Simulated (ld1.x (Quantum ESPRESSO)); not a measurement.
**Zr (Z = 40): variants of one TM potential**

Base potential:

```json
{
 "Element": "Zr",
 "Generator": "ld1.x (Quantum ESPRESSO) 7.5",
 "Type": "norm-conserving Troullier–Martins (Kleinman–Bylander form)",
 "Functional": "Wu–Cohen",
 "Relativity": "scalar-relativistic",
 "Frozen core": "[Kr]",
 "Valence charge": "4",
 "Reference configuration": "4d2 5s0.5 5p0 (charge +1.5)",
 "Partial waves": "5p (bound, empty): rc 2.60 bohr; 4d (bound): rc 2.05 bohr; 5s (bound): rc 2.65 bohr",
 "Local potential": "the s channel",
 "Core correction": "none"
}
```

All-electron outer shells of the reference configuration (Wu–Cohen, scalar-relativistic, ld1.x):

```
shell  level (eV)  outermost node (bohr)  outermost maximum (bohr)
   4p      -42.89                   0.56                      1.17
   4d      -13.53                   0.58                      1.59
   5s      -12.85                   1.46                      2.89
   5p       -8.77                   1.67                      3.53
```

Cutoffs, loose and tight: the cutoffs (Ry, on a coarse ladder) from which the occupation-weighted sum of valence levels, in a spherical-Bessel basis at the reference potential, stays within 10 and 1 mRy of its value at 400 Ry. They do not see the model core or the augmentation charge, which bear on the density cutoff. Test errors are all-electron minus pseudo excitation energies from the reference, over the configurations 4d2 5s2 5p0; 4d2 5s1 5p0; 4d2 5s0 5p0; 4d1 5s2 5p1; 4d2 5s1.5 5p0; 4d1 5s2 5p0; 4d3 5s0 5p0. A dash means not determined; rows that change the core or the reference have their own tests.

A true bound ghost makes a file unfit for plane-wave use even where its test errors are small: the radial tests pick states by their node count and pass the ghost by.

| change | outcome | cutoff, loose | cutoff, tight | bound ghosts | largest test error (meV) |
| --- | --- | --- | --- | --- | --- |
| base | generated | 30 Ry | 35 Ry | p | +34 |
| all radii scaled by about 1.39 (s 3.68, p 3.62, d 2.84 bohr) | generated | 21 Ry | 25 Ry | none | +69 |
| reference 4d1 5s0 5p0 | generated | 30 Ry | 35 Ry | p | +1114 |
| wave 4d (bound): rc 2.05 bohr becomes 4d (bound): rc 2.30 bohr | generated | 30 Ry | 35 Ry | p | +34 |
| core [Ar] 3d10, valence charge 12; reference 4s2 4p6 4d2 5s1.5 5p0; waves now 4p (bound): rc 1.90 bohr; 4d (bound): rc 2.25 bohr; 4s (bound): rc 1.70 bohr | generated, misses its reference levels by 0.51 eV | 45 Ry | 70 Ry | none | -1116 |

What comes out with this change to the base: wave 5s (bound): rc 2.65 bohr becomes 5s (bound): rc 2.90 bohr?

outcome: generated; cutoff, loose: 30 Ry; cutoff, tight: 35 Ry; bound ghosts: p; largest test error (meV): -37.

What comes out with this change to the base: core correction a·sin(br)/r model core inside 0.98 bohr?

outcome: generated; cutoff, loose: 30 Ry; cutoff, tight: 35 Ry; bound ghosts: p; largest test error (meV): -179.
